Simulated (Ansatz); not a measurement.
Geometry optimisation, RHF/def2-SVP (Ansatz 0.2.0).

Input file:

```yaml
crystal:
  periodic: [false, false, false]
  atoms:
    - { symbol: W, position_ang: [0.0, 0.0, 0.0] }
    - { symbol: F, position_ang: [0.0, 0.0, 2.2] }
    - { symbol: F, position_ang: [1.85, 0.0, 0.0] }
    - { symbol: Cl, position_ang: [0.0, 2.39, 0.0] }
    - { symbol: H, position_ang: [-1.72, 0.0, 0.0] }
    - { symbol: F, position_ang: [0.0, -1.85, 0.0] }
    - { symbol: Cl, position_ang: [0.0, 0.0, -2.39] }
    - { symbol: Br, position_ang: [1.8861, 1.9648, 0.905] }
    - { symbol: H, position_ang: [0.861, 0.8969, 2.1051] }
basis:
  gaussian: { orbitals: def2-SVP }
hamiltonian:
  xc: hf
relax:
  f_tol: 0.15
  max_steps: 25
  restrain:
    - { distance: [0, 7], at: 3.77, k: 30.0 }
    - { distance: [8, 1], at: 2.12, k: 30.0 }
    - { distance: [0, 1], at: 1.85, k: 30.0 }
    - { distance: [8, 7], at: 1.55, k: 30.0 }
```

Run as:

```bash
$ ansatz run input.yaml --threads 4 --pin off --max-ram 5120MiB --backend cpu --events-out ev --progress --plain --runs-dir out
```

Problem. Where does it end, and by what steps?

Solution. It converged. The restraints hold the end off the free minimum; the threshold counts their pulls, which the force column leaves out. Restrained pairs: W1–Br8 (2.87 → 3.77 Å), F2–H9 (1.25 → 2.13 Å), W1–F2 (2.20 → 1.85 Å), Br8–H9 (1.91 → 1.49 Å). After 16 steps the energy has fallen by 8.422 eV (the restraints' own energy left out); Cl4 moved furthest, 1.39 Å.

```csv
step,energy less start (eV),largest force component (eV/Å),accepted
0,0.0000,6.234,yes
1,-0.8802,3.877,yes
2,-1.6227,4.465,yes
3,-4.2084,5.467,yes
4,-6.3513,2.497,yes
5,-7.4343,1.612,yes
6,-7.6726,1.336,yes
7,-7.9026,1.352,yes
8,-7.9360,1.599,yes
9,-8.1195,1.354,yes
10,-8.1636,1.283,yes
11,-8.1862,1.353,yes
12,-8.2224,1.337,yes
13,-8.2724,1.267,yes
14,-8.3499,1.268,yes
15,-8.4008,1.291,yes
16,-8.4218,1.325,yes
```

```xyz
9
Properties=species:S:1:pos:R:3
W -0.081 -0.127 -0.041
F 0.041 0.383 1.738
F 1.443 -1.050 0.460
Cl -1.272 1.868 -0.225
H -1.632 -0.422 0.423
F -0.591 -1.720 -0.807
Cl 0.783 0.465 -2.087
Br 2.513 2.335 1.164
H 1.673 1.668 2.196
```

Time of the run: 67 s on 4 threads of Arm Neoverse V1, on a shared host, peak memory 0.6 GiB.
